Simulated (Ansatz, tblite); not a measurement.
Spin states of the cluster Cu2Pt (the lowest singlet isomer of a short search), each relaxed with r2SCAN-D4/def2-TZVP in Ansatz. Electronic energies in the gas phase.

In the def2 sets Pt takes a core potential; there is no spin–orbit coupling. The xTB rows come from tblite. Correlated methods freeze 18 core orbitals; core or outer-core shells of Pt are correlated, in sets that lack core-valence functions. The structure comes from a short search, and lower isomers may exist.

Singlet geometry (C2v within 0.1 Å):

```xyz
3

Pt   -1.1848   -0.2581    0.5917
Cu    0.0993   -0.0770   -1.3731
Cu    1.0855    0.3352    0.7815
```

Triplet geometry (C2v within 0.1 Å):

```xyz
3

Pt    0.992   -0.889    0.550
Cu    0.324    1.219   -0.504
Cu   -1.317   -0.330   -0.046
```

Quintet geometry (C2v within 0.1 Å):

```xyz
3

Pt   -1.272   -0.384    0.396
Cu    0.860    0.605    0.922
Cu    0.413   -0.220   -1.318
```

⟨S²⟩: triplet 2.03 at PBE0-D4/def2-TZVP (pure 2.00), quintet 6.03 at PBE0-D4/def2-TZVP (pure 6.00).

Run but left out: PBE-D4/def2-TZVP, BLYP-D4/def2-TZVP (triplet: an occupied level 0.01 eV above an empty one).

Only these spin states were relaxed.

Second-order perturbation terms are unreliable where d shells bring near-degenerate states, and here B2PLYP/def2-TZVP lies more than 0.4 eV from the median of the functionals without such a term.

```csv
level,triplet − singlet (kcal/mol),quintet − singlet (kcal/mol),lowest of these,remarks
GFN1-xTB,33.2,68.9,singlet,–
GFN2-xTB,72.4,145.4,singlet,–
HF/def2-TZVP,-5.2,28.0,triplet,spin-contaminated (⟨S²⟩ 6.30) (quintet)
r2SCAN-D4/def2-TZVP,16.7,49.0,singlet,–
PBE0-D4/def2-TZVP,19.3,63.4,singlet,–
CAM-B3LYP-D4/def2-TZVP,18.7,66.9,singlet,–
ωB97X-V/def2-TZVP,21.4,74.4,singlet,–
B2PLYP/def2-TZVP,22.8,83.5,singlet,test for broken spin undecided (singlet)
```

The xTB methods have no spin-polarisation term.
